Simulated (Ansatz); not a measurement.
Mg2S2⁺, relaxed as a doublet with UKS PBE0-D4/def2-TZVP in Ansatz, starting from the GFN1-xTB geometry. Force threshold 0.02 eV/Å.

Another isomer (doublet) lies 0.98 eV lower at PBE0-D4/def2-TZVP; other spin states weren't run for this one.

Start:

```xyz
4

Mg    0.028   -1.441   -2.445
Mg   -0.084    0.699    2.749
S    -0.645    0.679    0.483
S     0.701    0.063   -0.788
```

Q: Estimate the energy that the relaxation releases and the steps that it takes.

A: 14.3 kJ/mol, in 6 steps; 11 s on 4 threads of Arm Neoverse V2 on a shared host. The force fell under the threshold at step 5, but the optimiser went on. No frequencies were taken in this run, so the end may be a saddle point.

Q: Does the start keep its bonding and symmetry?

A: By distances, no bond broke or formed. The bond that changes most is S3–S4, from 1.95 to 2.05 Å (atoms count from 1). Point group C2 at the start, C2 at the end, both within 0.05 Å.

Q: Predict the relaxed structure.

A: 
```xyz
4

Mg   -0.026   -1.381   -2.313
Mg   -0.027    0.642    2.617
S    -0.786    0.657    0.406
S     0.839    0.083   -0.709
```
Bond lengths (bridged metal pairs left out): 2 × Mg–S 2.34 Å; 1 × S–S 2.05 Å.
